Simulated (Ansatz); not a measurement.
FH2O2STa, SMILES `[OH][Ta]([OH])([F])=[S]`. Total charge 0; spin multiplicity 1. Ta takes the def2 core potential. Geometry: relaxed with PBE0-D4/def2-TZVP. It is one conformer, not always the lowest.

```xyz
7

O    -1.675   -0.295   -0.321
Ta    0.125   -0.268    0.236
O     0.632    1.525    0.520
F     0.304   -1.232    1.832
S     1.374   -1.141   -1.298
H    -2.091   -0.645   -1.110
H     1.332    2.056    0.139
```

(1) What is the dipole moment at r2SCAN/def2-TZVPP? (Best estimate.)

(2) And with PBE, B3LYP, ωB97M-V? (Best estimate.)

(3) Give the Mulliken charges with r2SCAN, PBE, ωB97M-V in def2-TZVPP. (An estimate is asked.)

Answers

(1) The calculation gave: 2.41 D, with components (-1.31, 1.94, -0.59) D in this frame, pointing from negative to positive charge.

(2) Ansatz gave: PBE 2.34 D, B3LYP 2.35 D, ωB97M-V 2.41 D.

(3) Ansatz gave: 
```csv
atom,r2SCAN,PBE,ωB97M-V
O1,-0.42,-0.35,-0.39
Ta2,1.01,0.81,0.93
O3,-0.42,-0.35,-0.39
F4,-0.32,-0.27,-0.31
S5,-0.32,-0.28,-0.26
H6,0.23,0.22,0.21
H7,0.23,0.22,0.21
```

B3LYP here is the variant with VWN-RPA as its local correlation; programs differ in this.
